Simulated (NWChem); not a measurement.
# BaCl2; SMILES [Cl][Ba][Cl]

```xyz
3

Ba     0.0000     0.0000     0.4081
Cl     2.4226     0.0000    -0.9044
Cl    -2.4226     0.0000    -0.9044
```
Atoms are numbered in this order, from 1.

All runs: NWChem. Geometry: optimised at PBE-D3(BJ)/def2-SVP. def2 effective core potentials on Ba; no spin-orbit coupling. Static field.

Task: Taking Hartree-Fock/def2-TZVPD as the yardstick, which of these has the fewest basis functions while keeping “isotropic polarisability (bohr³)” within 2 % of it: Hartree-Fock/def2-TZVP; Hartree-Fock/def2-SVP; Hartree-Fock/def2-SVPD?

Result: Hartree-Fock/def2-SVPD (a larger set in the list lies outside the tolerance).
```tsv
level	basis functions	isotropic polarisability (bohr³)	relative time (rough)
Hartree-Fock/def2-SVP	59	44.9	1
Hartree-Fock/def2-SVPD	80	59.4	2
Hartree-Fock/def2-TZVP	114	51.2	6
Hartree-Fock/def2-TZVPD	132	60.1	8
```

The yardstick is one finite set, not the basis-set limit.
